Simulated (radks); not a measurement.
All-electron atom: F- in [Ne]. All-electron calculation, non-relativistic Kohn-Sham, PBE, spin-polarised, spherical densities, point nucleus; Watson sphere of charge +1 and radius 2.55 bohr. Program: a radial shooting solver on a logarithmic mesh with Libxc functionals.

Local quantities along the radius. ELF = 1/(1 + alpha^2) is the electron localisation function; alpha = (tau - tau_W)/tau_unif compares the Pauli kinetic energy density with that of the uniform gas (summed over spins).

```
   r/bohr * ELF (the largest magnitude, 1, reaches the edge; | marks zero)
 0.006239 |                                                      *
 0.007743 |                                                      *
  0.00961 |                                                      *
  0.01193 |                                                      *
   0.0148 |                                                      *
  0.01837 |                                                      *
   0.0228 |                                                      *
   0.0283 |                                                      *
  0.03512 |                                                      *
  0.04359 |                                                      *
   0.0541 |                                                      *
  0.06714 |                                                      *
  0.08333 |                                                      *
   0.1034 |                                                      *
   0.1284 |                                                      *
   0.1593 |                                                    *
   0.1977 |                                            *
   0.2454 |                      *
   0.3045 |        *
    0.378 |       *
   0.4691 |                   *
   0.5869 |                                    *
   0.7284 |                                            *
    0.904 |                                              *
    1.122 |                                             *
    1.392 |                                           *
    1.728 |                                     *
    2.145 |                           *
    2.662 |                 *
    3.304 |       *
      4.1 |  *
    5.089 |*
```

On this mesh the ELF has minima near r = 0.34 bohr, which separate the shells, and maxima near 1.0 (0.85).
